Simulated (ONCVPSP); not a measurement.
**Ranking ONCV potentials for Cs (Z = 55)**

All share these settings but for the change named:

caesium, optimised norm-conserving Vanderbilt (ONCV), made with ONCVPSP 4.0.1 (LDA (Perdew-Zunger), fully relativistic). Core [Kr] 4d10, reference 5s2 5p6 6s1. Waves: 5s+6s: rc 3.05 bohr, ncon 4, nbas 8, qcut 4.9 1/bohr, 2 projectors; 5p: rc 2.15 bohr, ncon 5, nbas 9, qcut 3.2 1/bohr, 2 projectors, debl 2.4 Ha; d scattering state at 0.16 Ha: rc 2.85 bohr, ncon 4, nbas 8, qcut 3.5 1/bohr, 2 projectors, debl 3.2 Ha. Local part: polynomial inside 1.85 bohr (lpopt 5, dvloc0 4 Ha). Core correction: none.

Open shells are filled in proportion to 2j + 1.

In the d channel the program set the typed energies aside and used 0.050, 3.250 Ha (j = l + 1/2; the other j can differ).

Test errors are all-electron minus pseudo excitation energies from the reference, over 5s2 5p6 6s0; 5s2 5p6 6s0.5; 5s2 5p6 6s0 6p1; 5s1 5p6 6s1. None of these files shows a bound ghost.

The base gives 116.2 meV.

Of 12 variants that were run, those that failed, showed a ghost or another fault, or gave nearly equal values are left out.

A variant can come out equal or close to the base, since the largest error may sit in a test that the change hardly touches while other tests move.

Q: Rank these variants by their largest absolute test error, smallest first.
A. s: rc 4.14
B. s: qcut 5.5
C. local potential polynomial inside 1.85 bohr (lpopt 5, dvloc0 3.5 Ha)

A: B (69.4 meV), C (110.2 meV), A (285.7 meV).
